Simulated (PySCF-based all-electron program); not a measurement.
Forces on SnH₄S, singlet in several shapes

Calculated with an in-house all-electron program built on PySCF, in large uncontracted Gaussian sets near the basis limit; Koelling–Harmon scalar relativity, no spin–orbit coupling, spin-restricted. Forces are good to about 0.006 eV/Å. Atoms are numbered as listed.

Shape A:

```csv
atom,x (Å),y (Å),z (Å)
Sn,0.0000,0.0000,0.0000
S,0.0000,0.0000,2.4310
H,1.4135,0.7989,-0.5717
H,-1.4135,0.7989,-0.5717
H,0.0000,-1.6612,-0.4367
H,0.0000,1.3524,2.5021
```

PBE forces:

```tsv
atom	Fx	Fy	Fz (eV/Å)
Sn1	0.000	-0.019	-0.028
S2	0.000	0.034	0.013
H3	-0.008	-0.002	-0.003
H4	0.008	-0.002	-0.003
H5	0.000	0.021	0.009
H6	0.000	-0.032	0.011
```

Shape B:

```xyz
6

Sn    0.0000    0.0000    0.0000
S     0.0000    0.0000    2.6741
H     1.4135    0.7989   -0.5717
H    -1.4135    0.7989   -0.5717
H     0.0000   -1.6612   -0.4367
H     0.0000    1.3524    2.7452
```

Against shape A, Sn1–S2 goes from 2.431 to 2.674 Å.

(1) What forces does PBE give in shape B?

Shape C:

```csv
atom,x (Å),y (Å),z (Å)
Sn,0.0000,0.0000,0.0000
S,0.0000,0.0000,2.1879
H,1.4135,0.7989,-0.5717
H,-1.4135,0.7989,-0.5717
H,0.0000,-1.6612,-0.4367
H,0.0000,1.3524,2.2590
```

Against shape A, Sn1–S2 goes from 2.431 to 2.188 Å.

(2) What forces does PBE give in shape C?

## Answers

(1) 

| atom | Fx | Fy | Fz (eV/Å) |
| --- | --- | --- | --- |
| Sn1 | 0.000 | 0.014 | 1.415 |
| S2 | 0.000 | -0.008 | -1.598 |
| H3 | -0.008 | -0.004 | 0.081 |
| H4 | 0.008 | -0.004 | 0.081 |
| H5 | 0.000 | 0.017 | 0.074 |
| H6 | 0.000 | -0.015 | -0.053 |

(2) 

| atom | Fx | Fy | Fz (eV/Å) |
| --- | --- | --- | --- |
| Sn1 | 0.000 | -0.092 | -4.097 |
| S2 | 0.000 | 0.116 | 4.316 |
| H3 | 0.011 | 0.011 | -0.135 |
| H4 | -0.011 | 0.011 | -0.135 |
| H5 | 0.000 | 0.004 | -0.090 |
| H6 | 0.000 | -0.050 | 0.142 |
